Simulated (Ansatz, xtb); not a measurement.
## Isomers of C3H6N2Si2 in order of energy

3 gas-phase structures of C3H6N2Si2, from a drawn sample of its isomers (lower ones may exist). Each was relaxed with GFN2-xTB; where two conformers were screened, the lower at r2SCAN-D4/def2-SVP//GFN2-xTB is listed:

A. `N#C[SiH2]C#C[SiH2]N`, a singlet
B. `C#C[Si@](N)([SiH3])C#N`, a singlet
C. `C[Si@H](C#N)[SiH2]C#N`, a singlet

Question: Make a reasoned guess at their ranking by r2SCAN-D4/def2-SVP//GFN2-xTB single-point energy.

Answer: Calculated order at r2SCAN-D4/def2-SVP//GFN2-xTB: C (0.000), A (0.647), B (0.942) eV.

Energies above the lowest of each column, in eV; the last columns are at r2SCAN-D4/def2-SVP geometries and were run for some of them only (a dash: not run or not comparable):

```json
{"structure": "C", "GFN2-xTB": "0.382", "HF/STO-3G": "0.000", "r2SCAN-D4/def2-SVP//GFN2-xTB": "0.000", "r2SCAN-D4/def2-SVP": "0.000", "CCSD(T)/def2-SVP + ΔMP2/def2-TZVPP": "0.000"}
{"structure": "A", "GFN2-xTB": "0.000", "HF/STO-3G": "1.923", "r2SCAN-D4/def2-SVP//GFN2-xTB": "0.647", "r2SCAN-D4/def2-SVP": "0.685", "CCSD(T)/def2-SVP + ΔMP2/def2-TZVPP": "0.477"}
{"structure": "B", "GFN2-xTB": "0.620", "HF/STO-3G": "2.258", "r2SCAN-D4/def2-SVP//GFN2-xTB": "0.942", "r2SCAN-D4/def2-SVP": "–", "CCSD(T)/def2-SVP + ΔMP2/def2-TZVPP": "–"}
```

CCSD(T)/def2-SVP + ΔMP2/def2-TZVPP puts C lowest of those it was run on; GFN2-xTB picks A. Some further structures that were screened fall inside this span and aren't listed. Flexible structures stand in one conformer each, not always the lowest. Frequencies (GFN2-xTB) were run for A, C alone. The ΔMP2 step shifts differences by up to 0.295 eV, which makes them less sure. ΔMP2 is the change of the MP2 energy from the smaller to the larger basis.

Programs: Ansatz 0.2.0, xtb 6.7.1.
